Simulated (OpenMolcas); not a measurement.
Predicting a hybrid from its neighbours: CH6GeO

CH6GeO has 9 atoms, charge 0, and is taken as a singlet. SMILES: `C[O][GeH3]`. The coordinates come from a PBE0-D4/def2-TZVP relaxation.

The dipole moment y, in D, basis cc-pVDZ; a is the functional's share of exact exchange. Programs: OpenMolcas 26.06.

```
functional     program     a  y (D)
    r2SCAN  OpenMolcas     0   1.11
      TPSS  OpenMolcas     0   1.04
     B3LYP  OpenMolcas   0.2      ?
      PBE0  OpenMolcas  0.25   1.16
     BHLYP  OpenMolcas   0.5   1.27
```

Question: Fit y = c + s·a to the known rows and predict B3LYP.

Answer: 
1. Means of the 4 rows: a = 0.1875, y = 1.145.
2. Σ(Δa)² = 0.17188, Σ(Δa·Δy) = 0.06625, so the slope is 0.06625/0.17188 = 0.38544.
3. Intercept: 1.145 − (0.38544) × 0.1875 = 1.073. The largest residual of the fit is 0.037.
4. B3LYP: 1.073 + (0.38544) × 0.2 = 1.15 D.

The run gave 1.13 D, so the prediction is off by +0.02 D, within the largest residual. More exact exchange makes the molecule more polar here. The rows mix families of semi-local functionals, which the line can't see.
